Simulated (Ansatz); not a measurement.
# Reading a saddle point

A first-order saddle point of Si5H14O, singlet, PBE0-D4/def2-TZVP, with one imaginary mode of 1160i cm⁻¹:

Si1  (-2.422, -1.274, -0.336)
H2  (-2.386, -0.963, -2.032)
H3  (-1.323, -0.504, -1.744)
O4  (-0.827, -0.465, -0.770)
Si5  (0.523, 0.256, -0.001)
Si6  (0.347, 2.582, -0.214)
Si7  (0.540, -0.357, 2.258)
Si8  (2.455, -0.535, -1.062)
H9  (-3.668, -0.471, -0.215)
H10  (-1.938, -1.302, 1.101)
H11  (-2.647, -2.719, -0.599)
H12  (0.355, 2.981, -1.647)
H13  (-0.910, 3.063, 0.418)
H14  (1.512, 3.205, 0.470)
H15  (-0.594, 0.245, 3.003)
H16  (1.815, 0.182, 2.811)
H17  (0.539, -1.834, 2.411)
H18  (2.580, -2.007, -0.890)
H19  (2.418, -0.217, -2.515)
H20  (3.632, 0.134, -0.447)
(Å)

Program: Ansatz 0.2.0. Basis: def2-TZVPP and def2-QZVPP. Cores are frozen in the correlated methods. Extrapolation: Hartree–Fock as exp(−7.88 √X), correlation as X^−2.97.

**Question.** Which contacts change along the imaginary mode, and what lies on either side? (Judge from chemistry; the calculation decides.)

**Answer.** By the calculation: The step is Si₄H₁₀O ([OH][Si]([SiH3])([SiH3])[SiH3]) + SiH₄ → Si₅H₁₂O ([SiH3][O][Si]([SiH3])([SiH3])[SiH3]) + H₂, with the molecules in contact on both sides. Shortening one way: Si1–O4, H2–H3; lengthening the same way: Si1–H2, H3–O4.
```json
{"pair": "Si1–O4", "one side (Å)": "3.12", "saddle (Å)": "1.84", "other side (Å)": "1.64"}
{"pair": "H2–H3", "one side (Å)": "3.09", "saddle (Å)": "1.19", "other side (Å)": "0.75"}
{"pair": "Si1–H2", "one side (Å)": "1.48", "saddle (Å)": "1.72", "other side (Å)": "4.27"}
{"pair": "H3–O4", "one side (Å)": "0.96", "saddle (Å)": "1.09", "other side (Å)": "2.72"}
```

**Question.** Which side is lower, and how far does the saddle lie above each? (To be estimated.)

**Answer.** By the calculation: The side with Si1–O4, H2–H3 short is lower by 18.52 kcal/mol; the saddle lies 56.38 kcal/mol above it and 37.86 kcal/mol above the other (CCSD(T) at an estimated basis limit (MP2 extrapolated from triple and quadruple zeta, plus CCSD(T) − MP2 in triple zeta); electronic energies).

The T1 diagnostic stays at or below 0.015.

Labels in which every atom is bracketed show which atoms are joined, not bond orders.

For scale, one of the runs: CCSD(T)/def2-TZVPP, 437 basis functions, launched by `ansatz run in.yaml --threads 4 --pin off --events-out ev --progress --plain --max-ram 63488MiB --backend cuda --devices 0, --max-vram 37GiB`. Time: 27 s of wall clock on 4 CPU threads of an AMD EPYC 7R13 and a share of one NVIDIA H100; the host was shared. Peak host memory: 1 GiB.
